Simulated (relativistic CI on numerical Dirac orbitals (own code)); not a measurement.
# Sensitivity of the levels of Tl2+ to α and to the nuclear radius

Calculated at this level of theory: Dirac-Coulomb-Breit CI, orbitals from a KLI potential per configuration, valence Slater integrals scaled by 0.85, P86 correlation energy added to each configuration, derivatives by finite differences, QED left out (own radial code, finite nucleus).

CI space (outside the closed core [Xe] 4f14): 5d10 6s, 5d10 6p, 5d9 6s2, 5d10 6d, 5d10 7s, 5d8 6s 6p2, 5d9 6s 6p, 5d10 7p. Levels of other configurations are missing.

With x = (α/α₀)² − 1 an excitation energy changes as ω = ω₀ + qx; K = 2q/ω₀ is the relative enhancement. Terms are leading LS components, so labels can repeat. The field-shift factor is F = δν/δ⟨r²⟩ for the transition from the lowest level.

Lowest level 5d10 6s 2S_1/2.

| Level | ω₀ (cm⁻¹) | q (cm⁻¹) | K | F (GHz/fm²) |
| --- | --- | --- | --- | --- |
| 5d10 6p 2P°_1/2 | 63201.5 | 18790 | 0.595 | -88.8 |
| 5d9 6s2 2D_5/2 | 72791.7 | -65400 | -1.8 | 117 |
| 5d10 6p 2P°_3/2 | 76780.0 | 37990 | 0.99 | -93.4 |
| 5d9 6s2 2D_3/2 | 90013.6 | -49610 | -1.1 | 119 |
| 5d9 6s 6p 4P°_5/2 | 121655.5 | -46930 | -0.772 | 24.6 |
| 5d9 6s 6p 4F°_7/2 | 127585.8 | -43800 | -0.687 | 23.5 |
| 5d9 6s 6p 2F°_5/2 | 128222.9 | -42570 | -0.664 | 21.3 |
| 5d9 6s 6p 4P°_3/2 | 130133.3 | -41000 | -0.63 | 21.7 |
| 5d10 7s 2S_1/2 | 133369.7 | 33670 | 0.505 | -74.2 |
| 5d9 6s 6p 4F°_9/2 | 137271.0 | -26130 | -0.381 | 19 |
| 5d9 6s 6p 4F°_3/2 | 139516.4 | -29110 | -0.417 | 24.5 |
| 5d10 6d 2D_3/2 | 139638.5 | 42650 | 0.611 | -95.8 |
| 5d10 6d 2D_5/2 | 140725.8 | 43820 | 0.623 | -95.9 |
| 5d9 6s 6p 4P°_1/2 | 142896.4 | -24020 | -0.336 | 19.5 |
| 5d9 6s 6p 4D°_7/2 | 142990.4 | -25190 | -0.352 | 17.9 |
| 5d9 6s 6p 4D°_5/2 | 143014.9 | -25930 | -0.363 | 17.4 |
| 5d9 6s 6p 2D°_3/2 | 143987.4 | -28080 | -0.39 | 18.9 |
| 5d9 6s 6p 4F°_5/2 | 147819.2 | -26090 | -0.353 | 21.6 |
| 5d10 7p 2P°_1/2 | 150237.4 | 12310 | 0.164 | -48.6 |
| 5d9 6s 6p 2P°_3/2 | 150931.1 | -21400 | -0.284 | 14.8 |
| 5d10 7p 2P°_1/2 | 153833.4 | 1325 | 0.0172 | -21.8 |
| 5d10 7p 2P°_3/2 | 154799.7 | 28990 | 0.375 | -73.2 |
| 5d9 6s 6p 4P°_1/2 | 155088.2 | -10130 | -0.131 | 17.2 |

Correlation outside the listed configurations is missing or only estimated: errors of thousands of cm⁻¹ between configurations and terms are usual at this charge. Rates and lifetimes follow the computed energies and can be off by large factors. The fine structure of a lone outer electron comes out too small, for d and f at times inverted, and misplaced configurations move strength between like terms.
